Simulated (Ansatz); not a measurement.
**Which method gave which barrier?**

Saddle point of SiH4SOF2, closed shell (SiH₂SF₂ ([F][SiH]([F])[SH]) + H₂O → SiH₂OF₂ ([OH][SiH]([F])[F]) + H₂S; bonds formed: Si1–O7, S2–H6; bonds broken: Si1–S2, H6–O7), PBE0-D4/def2-TZVP structure:

Si1  (-0.136, 0.797, -0.059)
S2  (1.385, -0.755, 1.095)
F3  (-1.238, 1.458, -1.045)
F4  (1.158, 1.468, -0.697)
H5  (-0.689, 1.244, 1.225)
H6  (0.344, -1.319, -0.212)
O7  (-0.512, -0.813, -0.713)
H8  (0.502, -1.146, 2.028)
H9  (-0.814, -0.934, -1.623)
(Å)

Program: Ansatz 0.2.0. Basis: def2-TZVPP, with def2-QZVPP for the basis limit. Cores are frozen in the correlated methods. Extrapolation: Hartree–Fock as exp(−7.88 √X), correlation as X^−2.97. Four methods, as single points on the PBE0-D4 structures, gave these electronic barriers from the start structure: 0.343, 0.774, 1.054, 1.429 eV.

Problem. The methods were, in alphabetical order, BHLYP-D4, HF, r2SCAN-D4, SPW92. Which gave which? (Judge from chemistry; the calculation decides.)

Solution. By the calculation: SPW92 0.343; r2SCAN-D4 0.774; BHLYP-D4 1.054; HF 1.429 eV. For comparison, CCSD(T) at an estimated basis limit (MP2 extrapolated from triple and quadruple zeta, plus CCSD(T) − MP2 in triple zeta) gives 0.971 eV.

T1 diagnostic: at most 0.012.

Labels in which every atom is bracketed show which atoms are joined, not bond orders.

For scale, one of the runs: CCSD(T)/def2-TZVPP, 233 basis functions, launched by `ansatz run in.yaml --threads 4 --pin off --events-out ev --progress --plain --max-ram 9574MiB`. Time: 2.3 min of wall clock on 4 CPU threads of an Arm Neoverse V1; the host was shared. Peak host memory: 4.2 GiB.
